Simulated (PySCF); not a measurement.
SMILES O=C(c1ccsc1)c1ccc[se]1 (C9H6OSSe) (GFN2-xTB optimised geometry):

```
18

O     -0.564    -2.822     0.361
C     -0.057    -1.744     0.110
C      1.404    -1.588    -0.049
C      2.070    -0.743    -0.982
C      3.419    -0.840    -0.896
S      3.916    -1.945     0.325
C      2.289    -2.308     0.703
C     -0.874    -0.534     0.000
C     -2.249    -0.534     0.000
C     -2.849     0.736    -0.024
C     -1.967     1.776    -0.018
Se    -0.209     1.220     0.000
H      1.565    -0.141    -1.718
H      4.159    -0.331    -1.481
H      2.055    -3.014     1.475
H     -2.805    -1.456     0.012
H     -3.916     0.876    -0.039
H     -2.217     2.822    -0.029
```

Computed with B3LYP/def2-SVP in PySCF.

Q: What are the frontier orbital energies and the dipole moment?

A: HOMO-2 -7.01 eV, HOMO-1 -6.80 eV, HOMO -6.73 eV, LUMO -2.03 eV, LUMO+1 -0.85 eV; dipole moment 3.07 D.

Meta-Löwdin charges at B3LYP/def2-SVP: O1 -0.42, C2 0.34, C3 -0.06, C4 -0.14, C5 -0.23, S6 0.30, C7 -0.21, C8 -0.18, C9 -0.09, C10 -0.12, C11 -0.24, Se12 0.32, H13 0.12, H14 0.13, H15 0.14, H16 0.13, H17 0.11, H18 0.12.
